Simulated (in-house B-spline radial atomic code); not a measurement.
Ca²⁺. Computed with a B-spline radial atomic code. Model: all-electron spherical atom, spin shells full or empty, radial basis limit, no spin-orbit coupling, Breit or QED, empty-state partial waves extrapolated as (l+1/2)^-4, RPA, G0W0 and static COHSEX of the highest shell as one setting changes (uncorrelated shells keep exact exchange).

Given: element Ca; charge 2; filled core Ne; hamiltonian one-electron scalar X2C; mean-field start r2SCAN; highest l of empty states 9; nuclear rms radius 3.4776 fm; highest mean-field shell 3p.

Shell: 3s 1 1, 3p 3 3 (electrons up and down).

```tsv
lowest nl shells left uncorrelated	RPA correlation energy (hartree)	G0W0 level (eV)	G0W0 minus most complete (meV)	COHSEX level (eV)	linearised minus solved G0W0 (meV)
0	-1.1418	-50.969	0	-54.423	-29
1	?	?	?	?	?
2	?	?	?	?	?
3	-0.44644	-50.824	145.1	-54.156	-27.9
4	-0.31363	-51.641	-672.2	-54.78	-21.3
```

(1) What follows for lowest nl shells left uncorrelated = 1?

(2) What follows for lowest nl shells left uncorrelated = 2?

## Answers

(1) RPA correlation energy -1.0048 hartree; G0W0 level -50.961 eV; G0W0 minus most complete 7.8 meV; COHSEX level -54.419 eV; linearised minus solved G0W0 -29 meV.

(2) RPA correlation energy -0.85228 hartree; G0W0 level -50.948 eV; G0W0 minus most complete 21.2 meV; COHSEX level -54.404 eV; linearised minus solved G0W0 -28.9 meV.
